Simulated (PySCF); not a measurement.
A PySCF script (with the pyscf-properties extension) for the NMR shieldings of SMILES CCN[SiH2][C@@H](C(=C)C)C, C7H17NSi, on a GFN2-xTB geometry:

```python
import basis_set_exchange as bse
import numpy as np
from pyscf import gto, dft
from pyscf.prop import nmr

atoms = """
C     1.690954    1.316423   -1.053555
C     1.760165    0.289019   -0.216733
C     2.474249    0.400541    1.096164
C     1.080239   -1.010072   -0.514713
C     1.942698   -2.228048   -0.203649
Si   -0.586343   -1.116263    0.415929
N    -1.396194    0.339467    0.042683
C    -2.733651    0.667268    0.467107
C    -3.443521    1.526388   -0.573053
H     2.141870    2.269637   -0.829951
H     1.186357    1.241722   -2.002866
H     3.371584   -0.217330    1.095813
H     1.832707    0.059681    1.907426
H     2.770512    1.429197    1.288080
H     0.852960   -1.028593   -1.584360
H     1.431334   -3.134543   -0.520321
H     2.896308   -2.175026   -0.729307
H     2.140695   -2.313414    0.861406
H    -0.347281   -1.360658    1.853053
H    -1.393536   -2.228833   -0.097637
H    -0.849133    1.160104   -0.174968
H    -2.725799    1.192909    1.433124
H    -3.270867   -0.272207    0.607152
H    -4.468617    1.722145   -0.269729
H    -3.450365    1.015766   -1.532552
H    -2.928372    2.477336   -0.691580
"""
names = dict.fromkeys(["C", "Si", "N", "H"], "pcSseg-1")
basis = {el: gto.basis.parse(bse.get_basis(n, elements=[el], fmt="nwchem")) for el, n in names.items()}
mol = gto.M(atom=atoms, basis=basis, charge=0, verbose=0)
mf = dft.RKS(mol, xc="PBE0")
mf.grids.level = 2
mf.grids.alignment = dft.numint.BLKSIZE   # the property module wants whole blocks of grid points
mf.conv_tol = 1e-9
mf.kernel()

calc = nmr.RKS(mf)   # GIAO
C = mf.mo_coeff
Co = C[:, mf.mo_occ > 0]
resp = mf.gen_response(singlet=True, hermi=2)
def vind(x):   # induced exchange potential for any number of trial vectors
    d = np.einsum("pi,xij,qj->xpq", C, 2 * x.reshape(-1, C.shape[1], Co.shape[1]), Co, optimize=True)
    return np.einsum("xpq,pi,qj->xij", resp(d - d.transpose(0, 2, 1)), C, Co, optimize=True).ravel()
mo1, _ = nmr.rhf.solve_mo1(calc, with_cphf=vind)
sigma = calc.kernel(mo1)
for i, s in enumerate(sigma):   # ppm
    print("%2d %-2s %9.2f" % (i, mol.atom_pure_symbol(i), np.trace(s) / 3))
```

**Question.** What are the results?

**Answer.** 
```
 0 C      73.56
 1 C      29.09
 2 C     164.89
 3 C     153.99
 4 C     172.01
 5 Si    389.27
 6 N     231.62
 7 C     145.90
 8 C     164.88
 9 H      26.77
10 H      26.76
11 H      29.77
12 H      30.02
13 H      30.00
14 H      29.50
15 H      30.57
16 H      30.50
17 H      30.52
18 H      27.02
19 H      27.25
20 H      31.72
21 H      28.54
22 H      29.03
23 H      30.62
24 H      30.52
25 H      30.71
```

These numbers come from an equivalent density-fitted implementation of the same equations, which agrees with the script to about 0.01 ppm for H and up to a few tenths of a ppm for heavy atoms, so last digits may differ.

Size and cost of the density-fitted run: 245 basis functions, 2.1 min wall time on 1 thread of an Arm Neoverse N1, shared host; peak memory 1.2 GiB.
